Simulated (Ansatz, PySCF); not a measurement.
Molecule: GeO2, net charge 0, singlet state. 
Geometry from a B3LYP-D3(BJ)/def2-TZVP (Ansatz, a quantum-chemistry and plane-wave program) optimisation:
```
Ge
O 1 1.6240
O 1 1.6240 2 180.00
```
Charge 0, spin multiplicity 1.

Total electronic energies in hartree. Cores are frozen in the correlated levels unless marked. No spin-orbit coupling. The frozen core is the preceding noble-gas configuration, with the filled d and f shells of earlier blocks. No relativistic terms. CBS marks a two-point X^-3 extrapolation of the correlation energy; Hartree-Fock from the larger set.

The T1 diagnostic of CCSD in the largest basis is 0.027, which is high, so the coupled-cluster rows are less sure than usual.

| level | program | energy (Eh) |
|---|---|---|
| HF/cc-pVDZ | Ansatz | -2224.97720 |
| HF/cc-pVTZ | Ansatz | -2225.11451 |
| PBE-D4/def2-TZVPD | Ansatz + dftd4 | -2227.02947 |
| BLYP/def2-TZVPD | Ansatz | -2227.54356 |
| r2SCAN/def2-TZVPD | PySCF | -2227.39949 |
| PBE0/STO-3G | Ansatz | -2201.01729 |
| PBE0/def2-SVP | Ansatz | -2226.59029 |
| BHLYP-D4/def2-TZVPD | Ansatz + dftd4 | -2227.36699 |
| BHLYP/def2-TZVPD | Ansatz | -2227.36453 |
| MN15-D3(BJ)/def2-TZVPD | PySCF + dftd3 | -2227.63766 |
| LC-wPBE/def2-TZVPD | Ansatz | -2227.09498 |
| wB97M-V/def2-TZVPD | Ansatz | -2227.32289 |
| MP2/aug-cc-pVDZ | Ansatz | -2225.52142 |
| MP2/aug-cc-pVTZ | Ansatz | -2225.73590 |
| MP2/aug-cc-pVQZ | Ansatz | -2225.78630 |
| MP2/cc-pVQZ | Ansatz | -2225.77838 |
| MP2/CBS(cc-pVTZ,cc-pVQZ) | Ansatz | -2225.8107 |
| RI-MP2/cc-pVTZ | Ansatz | -2225.71745 |
| SCS-MP2/6-31G* | Ansatz | -2225.17081 |
| CCSD/cc-pVDZ | Ansatz | -2225.45170 |
| CCSD(T)/6-31G* | Ansatz | -2225.20092 |
| CCSD(T)/cc-pVTZ | Ansatz | -2225.72962 |
| CCSD(T)/CBS(aug-cc-pVTZ,aug-cc-pVQZ) | Ansatz | -2225.8193 |

Totals of different functionals don't rank their quality; only differences between species are comparable.
